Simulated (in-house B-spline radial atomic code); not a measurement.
A fraction x of an electron is removed from 4s in the gallium ion Ga⁺, starting from [Ar] 3d10 4s2 and keeping the highest spin. All numbers are computed (non-relativistic revTPSS, spin-polarised, spherical fractional occupations; point nucleus) with an all-electron radial atomic-structure program (B-spline basis), not measured.

```csv
x,E(x) - E(0) (eV),4s down level (eV)
0,0.0000,-16.015
0.09,1.4743,-16.746
0.14,2.3217,-17.153
0.25,4.2577,-18.047
0.39,6.8638,-19.184
0.5,9.0232,-20.079
0.55,10.0374,-20.488
0.72,13.6397,-21.901
0.78,14.9692,-22.416
0.99,19.8743,-24.301
1,20.1177,-
```

The exact functional would give a straight line between the two integer points. Deviations E(x) - E(0) - x[E(1) - E(0)], in eV: -0.336 at x = 0.09, -0.495 at x = 0.14, -0.772 at x = 0.25, -0.982 at x = 0.39, -1.036 at x = 0.5, -1.027 at x = 0.55, -0.845 at x = 0.72, -0.723 at x = 0.78, -0.042 at x = 0.99.

The curve lies below the straight line by up to 1.036 eV (at x = 0.5): convex, the delocalisation error that favours fractional charges.

Task: How well does Slater's transition state (minus the level at half occupation) give the ionisation energy?

Result: It gives 20.079 eV against 20.118 eV from the two total energies; NIST lists 20.52 eV, ground level to ground level.
